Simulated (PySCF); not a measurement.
These 2 structures share the formula C8H10NP. Method: PBE0-D3(BJ)/def2-SVP geometry optimisation, gas phase in PySCF. One conformer each; no zero-point energy, no entropy. No frequencies were run at this level. Point groups hold within 0.08 Å.

**Question.** Rank from lowest to highest electronic energy at this level (kcal/mol).
A. `[NH2:1][P:2]1[CH2:3][c:4]2[cH:5][cH:6][cH:7][cH:8][c:9]2[CH2:10]1` with H–N1–P2–C3 100° and -34°, N1–P2–C3–C4 70°, P2–C3–C4–C5 -158°, C8–C9–C10–P2 158°, N1–P2–C10–C9 -75°
B. `[CH2:1]=[C:2]([CH3:3])[PH:4][c:5]1[cH:6][cH:7][n:8][cH:9][cH:10]1` with C1–C2–P4–C5 123°, C2–P4–C5–C6 132°

**Answer.** A (0.0), B (38.3).

As drawn, the lower has an N–H bond, which the higher lacks; the higher has a C=C bond outside aromatic rings, which the lower lacks.

| SMILES | E (Eh) | E rel (kcal/mol) | dipole (D) | point group | A, B, C (MHz) |
| --- | --- | --- | --- | --- | --- |
| NP1Cc2ccccc2C1 | -706.09034 | 0.0 | 1.36 | – | 2505, 855.7, 748.9 |
| C=C(C)Pc1ccncc1 | -706.02938 | 38.3 | 2.40 | C1 | 2395, 698.7, 645.7 |

**Question.** How do the relative energies change in single points at PBE0/pcSseg-1 (no added dispersion term) on the same geometries?

**Answer.** 
```tsv
SMILES	PBE0-D3(BJ)/def2-SVP (kcal/mol)	PBE0/pcSseg-1 (kcal/mol)	shift
NP1Cc2ccccc2C1	0.0	0.0	0.0
C=C(C)Pc1ccncc1	38.3	36.3	-2.0
```

Each column counts from its own lowest isomer. The order is unchanged; the largest shift is 2.0 kcal/mol.
